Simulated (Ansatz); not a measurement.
In₆Sb₆H₁₈⁺, a cluster cut from wurtzite InSb (hydrogen-capped). Total charge 1; doublet. Geometry PBE-D4/def2-SVP; atoms count from 1.

```xyz
30

Sb   -2.1404    0.6688    2.3641
In   -1.5927   -2.1290    1.8064
In   -3.4329    0.0076   -2.0499
Sb   -1.7369   -2.1561   -1.0166
Sb    1.2624   -1.9420    2.3726
In    0.7306   -3.0808   -2.1045
In   -1.0199    2.9219    0.9159
Sb   -1.3034    2.0194   -1.7496
Sb    1.7497    2.3195    1.5992
In    3.1402   -0.1590    1.1072
In    1.2500    1.9107   -2.9972
Sb    2.3660   -0.5527   -1.6106
H    -3.8427    0.8574    2.3249
H    -1.9494    0.9458    4.0483
H    -2.3612   -3.2235    2.9052
H    -4.4678    0.3564   -0.7045
H    -3.6307   -0.2615   -3.7387
H    -2.6863   -3.5766   -1.2210
H     1.4602   -1.7076    4.0629
H     1.9751   -3.4987    2.3026
H     1.7670   -3.6426   -0.7979
H     0.7178   -3.4101   -3.7958
H    -1.4799    4.4678    1.5441
H    -1.9270    3.4487   -2.4746
H     1.9654    2.6702    3.2671
H     2.7752    3.5546    0.9990
H     4.7875   -0.2485    1.6199
H     1.2806    1.6890   -4.7049
H     2.4587    2.5843   -1.8986
H     3.8846   -0.8335   -2.3752
```

In the def2 sets In, Sb take a core potential; there is no spin–orbit coupling. Single mean-field runs in def2-TZVP are fitted with def2-universal-jkfit.

(1) Estimate the Mulliken populations of the heavy atoms from the PBE0/def2-TZVP orbitals of Ansatz.

(2) Where does the spin sit?

(3) And the Mayer bond orders between heavy atoms (over 0.3)?

Answers

(1) 
```
atom  charge (e)  spin (α − β)
 Sb1       -0.14          0.00
 In2        0.32          0.00
 In3        0.24          0.00
 Sb4       -0.24         -0.01
 Sb5       -0.13          0.01
 In6        0.25          0.08
 In7        0.32          0.00
 Sb8       -0.24         -0.01
 Sb9       -0.13          0.01
In10        0.31         -0.03
In11        0.26          0.08
Sb12       -0.08          0.69
```
Mulliken values depend strongly on the basis.

(2) Summed by element: Sb 0.70, In 0.13, H 0.17, of 1 unpaired in all. Largest on single atoms: Sb12 0.69, H29 0.11, H21 0.09.

(3) Sb1–In2 0.65 (2.90 Å); Sb1–In7 0.65 (2.90 Å); In2–Sb4 0.81 (2.83 Å); In2–Sb5 0.62 (2.92 Å); In3–Sb4 0.59 (2.94 Å); In3–Sb8 0.59 (2.94 Å); Sb4–In6 0.75 (2.85 Å); Sb5–In10 0.69 (2.88 Å); In6–Sb12 0.44 (3.05 Å); In7–Sb8 0.81 (2.83 Å); In7–Sb9 0.62 (2.92 Å); Sb8–In11 0.76 (2.84 Å); Sb9–In10 0.68 (2.88 Å); In10–Sb12 0.75 (2.85 Å); In11–Sb12 0.46 (3.04 Å).
